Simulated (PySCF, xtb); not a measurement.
Ge(H)2(F)(OH) (FGeH3O), SMILES [OH][GeH2][F]. One conformer was computed; it need not be the lowest.

Harmonic wavenumbers (cm⁻¹) from GFN2-xTB (xtb) at its own minimum, in rising order: 137, 235, 475, 502, 544, 598, 648, 739, 805, 1971, 2052, 3619.

Problem. What does B3LYP-D3(BJ)/def2-TZVP (PySCF) give at its own minimum? (An estimate is asked for; the answer gives what the named calculation found.)

Solution. 204, 271, 560, 656, 682, 720, 804, 855, 934, 2158, 2207, 3834. Paired by order, the mean absolute difference is 130 cm⁻¹ and the zero-point energies are 17.6 and 19.9 kcal/mol.
